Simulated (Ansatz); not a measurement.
C2H9OSbSi (`CC[O][SbH][SiH3]`), relaxed with RKS PBE0-D4/def2-TZVP in Ansatz from a GFN2-xTB geometry. The force threshold is 0.005 eV/Å; the program also tests the step.

Charge 0, multiplicity 1. Sb: def2 effective core potential.

Start:

```xyz
14

C     1.951    1.451    0.421
C     0.515    1.227    0.870
O     0.055    0.030    0.325
Sb   -1.763   -0.648    0.808
Si   -1.400   -2.286   -1.110
H     2.323    2.394    0.814
H     2.577    0.638    0.779
H     1.996    1.468   -0.665
H     0.472    1.200    1.968
H    -0.114    2.064    0.535
H    -2.584    0.442   -0.268
H    -2.556   -3.188   -1.182
H    -0.219   -3.113   -0.861
H    -1.251   -1.677   -2.433
```

Q: By how much does the energy fall, and how many steps does the optimiser take? (Estimate.)

A: Ansatz gave: 0.07 eV, in 19 steps.

Q: Which bonds change most? (Best estimate.)

A: The calculation gave: Sb4–Si5 from 2.548 to 2.579 Å; Si5–H13 from 1.464 to 1.486 Å; Si5–H12 from 1.468 to 1.489 Å; Si5–H14 from 1.465 to 1.484 Å.

Q: Give the relaxed structure. (Estimate.)

A: Computed: 
```xyz
14

C     1.967    1.561    0.459
C     0.536    1.253    0.829
O     0.195   -0.010    0.302
Sb   -1.553   -0.771    0.838
Si   -1.480   -2.398   -1.162
H     2.258    2.544    0.840
H     2.640    0.811    0.878
H     2.086    1.561   -0.627
H     0.421    1.270    1.924
H    -0.131    2.030    0.425
H    -2.513    0.324   -0.089
H    -2.824   -3.020   -1.318
H    -0.489   -3.471   -0.889
H    -1.112   -1.682   -2.410
```
